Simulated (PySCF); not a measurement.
FH2OSi2, H2O2Si2, BClH3OSi, BClH2OSi (calculated)

Computed with PySCF 2.14.0. Calculation on a computer-drawn molecule: optimised geometry and harmonic frequencies of an isolated molecule of the commonest isotopes, restricted reference for singlets and unrestricted otherwise, frozen core in MP2.

Common to all runs: charge 0; basis cc-pV(D+d)Z.

```json
{"entry": 1, "formula": "FH2OSi2", "start_structure": {"atoms_angstrom": [["O", -1.9981, 0.4119, 1.7063], ["Si", -0.9378, 0.2855, 0.6076], ["F", 0.3744, -0.5918, 0.9304], ["Si", -0.6518, 0.8606, -1.5285], ["H", 0.712, 0.9193, -2.1468], ["H", -1.5127, 1.7957, -2.0818]]}, "given": {"multiplicity": 2, "method": "HF", "drawn_bonds_atom": [1, 2, 2, 4, 4], "drawn_bonds_other_atom": [2, 3, 4, 5, 6], "drawn_bonds_order": [2, 1, 1, 1, 1]}, "results": {"optimised_atom_element": ["O", "Si", "F", "Si", "H", "H"], "optimised_atom_x [angstrom]": [-2.011, -0.8702, 0.4426, -0.7016, 0.6914, -1.565], "optimised_atom_y [angstrom]": [0.4786, 0.2241, -0.5951, 0.7686, 0.9059, 1.899], "optimised_atom_z [angstrom]": [1.546, 0.6235, 1.011, -1.616, -2.08, -1.998], "modes_frequency [cm^-1]": [150.5, 164.6, 292.6, 313.3, 479.6, 542.8, 579.9, 897.0, 983.7, 1374, 2343, 2367], "modes_reduced_mass [dalton]": [1.991, 1.745, 8.953, 13.6, 5.272, 1.415, 1.149, 10.87, 1.111, 19.32, 1.029, 1.055], "rotational_constants [GHz]": [7.376, 3.136, 2.212], "total_energy [hartree]": -753.3656, "spin_squared": 0.7623, "convergence_status_largest_gradient_component [hartree/bohr]": 9.236e-06}}
{"entry": 2, "formula": "FH2OSi2", "start_structure": {"atoms_angstrom": [["O", -2.0108, 0.4787, 1.546], ["Si", -0.8702, 0.2241, 0.6235], ["F", 0.4426, -0.5951, 1.0114], ["Si", -0.7016, 0.7686, -1.6163], ["H", 0.6914, 0.9059, -2.0799], ["H", -1.5654, 1.899, -1.9976]]}, "given": {"multiplicity": 2, "method": "MP2", "drawn_bonds_atom": [1, 2, 2, 4, 4], "drawn_bonds_other_atom": [2, 3, 4, 5, 6], "drawn_bonds_order": [2, 1, 1, 1, 1]}, "results": {"optimised_atom_element": ["O", "Si", "F", "Si", "H", "H"], "optimised_atom_x [angstrom]": [-2.052, -0.8681, 0.4694, -0.6879, 0.6978, -1.573], "optimised_atom_y [angstrom]": [0.4908, 0.225, -0.6146, 0.7841, 0.9045, 1.891], "optimised_atom_z [angstrom]": [1.565, 0.6299, 0.9981, -1.598, -2.098, -2.01], "modes_frequency [cm^-1]": [144.4, 162.5, 269.0, 287.1, 426.1, 492.1, 544.0, 845.1, 934.2, 1235, 2300, 2333], "modes_reduced_mass [dalton]": [5.035, 1.134, 8.523, 15.56, 1.86, 2.754, 1.153, 11.56, 1.106, 19.53, 1.028, 1.056], "rotational_constants [GHz]": [7.013, 3.147, 2.182], "total_energy [hartree]": -753.9124, "spin_squared": 0.7637, "convergence_status_largest_gradient_component [hartree/bohr]": 3.653e-05}}
{"entry": 3, "formula": "H2O2Si2", "start_structure": {"atoms_angstrom": [["O", -0.3742, 1.7349, -0.8442], ["Si", 0.4379, 0.7752, -0.0872], ["O", 1.4602, 1.3633, 0.995], ["Si", 0.9402, -1.3403, -0.7254], ["H", 1.9424, 0.8583, 1.5701], ["H", -0.1316, -2.1574, 0.0936]]}, "given": {"multiplicity": 1, "method": "HF", "drawn_bonds_atom": [1, 2, 2, 3, 4], "drawn_bonds_other_atom": [2, 3, 4, 5, 6], "drawn_bonds_order": [2, 1, 1, 1, 1]}, "results": {"optimised_atom_element": ["O", "Si", "O", "Si", "H", "H"], "optimised_atom_x [angstrom]": [-0.4667, 0.5429, 1.399, 0.9186, 2.03, -0.1482], "optimised_atom_y [angstrom]": [1.578, 0.7943, 1.385, -1.441, 0.8593, -1.941], "optimised_atom_z [angstrom]": [-0.8884, -0.1107, 1.133, -0.8421, 1.602, 0.1077], "modes_frequency [cm^-1]": [107.8, 193.9, 267.5, 290.5, 347.1, 461.0, 690.6, 793.6, 921.8, 1351, 2162, 4178], "modes_reduced_mass [dalton]": [9.026, 1.165, 3.816, 9.58, 1.178, 8.538, 1.199, 1.192, 11.61, 17.81, 1.042, 1.068], "rotational_constants [GHz]": [7.496, 3.126, 2.25], "total_energy [hartree]": -728.7503, "convergence_status_largest_gradient_component [hartree/bohr]": 3.338e-05}}
{"entry": 4, "formula": "BClH3OSi", "start_structure": {"atoms_angstrom": [["O", -0.5409, -0.643, -0.9317], ["B", -1.888, -0.3298, -0.5592], ["Si", -2.3525, 1.0272, 0.6975], ["Cl", -3.0904, -1.2737, -1.3332], ["H", 0.1532, -0.2018, -0.5632], ["H", -3.7591, 1.3877, 1.0863], ["H", -1.4021, 1.937, 1.3938]]}, "given": {"multiplicity": 2, "method": "HF", "drawn_bonds_atom": [1, 2, 2, 1, 3, 3], "drawn_bonds_other_atom": [2, 3, 4, 5, 6, 7], "drawn_bonds_order": [1, 1, 1, 1, 1, 1]}, "results": {"optimised_atom_element": ["O", "B", "Si", "Cl", "H", "H", "H"], "optimised_atom_x [angstrom]": [-0.5889, -1.841, -2.353, -3.123, 0.07616, -3.709, -1.342], "optimised_atom_y [angstrom]": [-0.5938, -0.3645, 0.8732, -1.3, -0.08146, 1.455, 1.915], "optimised_atom_z [angstrom]": [-0.9631, -0.5404, 0.9821, -1.35, -0.5273, 0.8987, 1.291], "modes_frequency [cm^-1]": [161.3, 180.5, 334.3, 406.2, 505.7, 577.9, 597.1, 621.3, 870.5, 1001, 1198, 1388, 2291, 2335, 4157], "modes_reduced_mass [dalton]": [1.062, 4.696, 6.566, 2.324, 8.164, 1.292, 1.397, 1.356, 2.982, 1.075, 1.48, 11.12, 1.038, 1.045, 1.067], "rotational_constants [GHz]": [6.406, 2.797, 1.955], "total_energy [hartree]": -849.7962, "spin_squared": 0.7617, "convergence_status_largest_gradient_component [hartree/bohr]": 1.909e-05}}
{"entry": 5, "formula": "BClH3OSi", "start_structure": {"atoms_angstrom": [["O", -0.5889, -0.5938, -0.9631], ["B", -1.8408, -0.3645, -0.5404], ["Si", -2.3535, 0.8732, 0.9821], ["Cl", -3.1225, -1.2995, -1.3505], ["H", 0.0762, -0.0815, -0.5273], ["H", -3.7087, 1.455, 0.8987], ["H", -1.3416, 1.9147, 1.2908]]}, "given": {"multiplicity": 2, "method": "MP2", "drawn_bonds_atom": [1, 2, 2, 1, 3, 3], "drawn_bonds_other_atom": [2, 3, 4, 5, 6, 7], "drawn_bonds_order": [1, 1, 1, 1, 1, 1]}, "results": {"optimised_atom_element": ["O", "B", "Si", "Cl", "H", "H", "H"], "optimised_atom_x [angstrom]": [-0.573, -1.843, -2.343, -3.13, 0.06957, -3.719, -1.341], "optimised_atom_y [angstrom]": [-0.6232, -0.3637, 0.8931, -1.288, -0.07494, 1.434, 1.927], "optimised_atom_z [angstrom]": [-0.9747, -0.5555, 0.9337, -1.344, -0.5013, 0.929, 1.303], "modes_frequency [cm^-1]": [168.7, 178.2, 318.2, 363.6, 481.9, 504.0, 579.4, 586.5, 862.9, 955.4, 1145, 1329, 2267, 2311, 3849], "modes_reduced_mass [dalton]": [2.612, 1.262, 5.098, 1.558, 4.432, 4.147, 1.229, 1.251, 2.574, 1.084, 1.638, 9.843, 1.035, 1.049, 1.066], "rotational_constants [GHz]": [6.334, 2.841, 1.968], "total_energy [hartree]": -850.2855, "spin_squared": 0.7625, "convergence_status_largest_gradient_component [hartree/bohr]": 3.019e-05}}
{"entry": 6, "formula": "BClH2OSi", "start_structure": {"atoms_angstrom": [["O", -2.7167, 0.5079, 0.0318], ["B", -2.0073, -0.3641, 0.7557], ["Si", -1.4386, -0.288, 2.6332], ["Cl", -1.0708, -1.4904, -0.2271], ["H", -3.2625, 1.1134, 0.4289], ["H", -2.1789, -1.2108, 3.475]]}, "given": {"multiplicity": 1, "method": "HF", "drawn_bonds_atom": [1, 2, 2, 1, 3], "drawn_bonds_other_atom": [2, 3, 4, 5, 6], "drawn_bonds_order": [1, 1, 1, 1, 1]}, "results": {"optimised_atom_element": ["O", "B", "Si", "Cl", "H", "H"], "optimised_atom_x [angstrom]": [-2.824, -1.956, -1.27, -1.079, -3.269, -2.278], "optimised_atom_y [angstrom]": [0.4343, -0.2671, -0.2006, -1.585, 1.127, -1.24], "optimised_atom_z [angstrom]": [0.03642, 0.777, 2.711, -0.0872, 0.5012, 3.159], "modes_frequency [cm^-1]": [116.8, 275.5, 329.5, 383.1, 504.6, 569.7, 758.5, 811.0, 1166, 1395, 2148, 4164], "modes_reduced_mass [dalton]": [12.06, 1.155, 7.102, 2.459, 13.64, 1.105, 1.747, 2.86, 1.353, 11.77, 1.041, 1.067], "rotational_constants [GHz]": [5.817, 3.163, 2.087], "total_energy [hartree]": -849.1847, "convergence_status_largest_gradient_component [hartree/bohr]": 1.171e-05}}
```
